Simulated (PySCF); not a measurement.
C3H6BrF, SMILES [C@H](F)(CC)Br.

Geometry: B3LYP-D3(BJ)/def2-SVP. The structure was generated by enumeration; whether it is a known compound was not checked. The values are those of a single conformer.

Two levels are set side by side: PBE/def2-TZVP (PySCF) and ωB97X/def2-TZVP (PySCF). Same geometry, gas phase. Differences are taken from unrounded values.

```tsv
quantity	ωB97X	PBE	PBE minus ωB97X
orbital gap (eV)	12.51	5.52	-6.99
highest occupied level (eV)	-10.51	-6.77	3.74
lowest empty level (eV)	2.00	-1.26	-3.26
dipole moment (D)	2.29	2.19	-0.10
mean polarisability (bohr³)	57.1	59.6	2.5
```

Without exact exchange PBE keeps part of each electron's self-repulsion, which lifts occupied levels and narrows the gap. PBE's more diffuse valence density responds more strongly to a field. Differences between two approximate levels are no errors against the true value.

Rough cost on one machine, each run with all the roots and properties that it gave: ωB97X against PBE within a factor of 2.
